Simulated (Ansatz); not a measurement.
Frontier orbitals of C4H7Ga (`C=C=[C](C)[GaH2]`).

```xyz
12

C     2.127   -0.906    0.305
C     0.916   -0.445    0.171
C    -0.280    0.049    0.010
C    -1.512   -0.553    0.635
Ga   -0.327    1.648   -1.120
H     2.768   -0.573    1.115
H     2.529   -1.640   -0.385
H    -2.238   -0.837   -0.132
H    -1.273   -1.439    1.225
H    -2.011    0.169    1.286
H     1.015    2.188   -1.718
H    -1.714    2.338   -1.392
```

Total charge 0; spin multiplicity 1. Correlated methods include outer-core shells of Ga, which these sets cover unevenly. Scalar relativity is left out up to krypton. The structure was optimised at the PBE0-D4/def2-TZVP level. Basis def2-TZVPP, the Gaussian-basis code of Ansatz.

Orbital energies of one run (eV). Highest occupied ones, from the top: -5.83, -6.32, -7.13, -7.77, -9.71, -10.06, -10.37, -10.81, -11.29, -12.17, -16.01, -18.17, -19.33, -19.47. Empty: -2.29, -0.64, -0.15, 0.72, 0.84, 1.39.

Problem. Which functional gave them?
A. revPBE
B. r2SCANh
C. BHLYP
D. ωB97X-V

Solution. A. HOMO energies: revPBE -5.83, r2SCANh -6.50, ωB97X-V -9.22, BHLYP -7.94 eV.
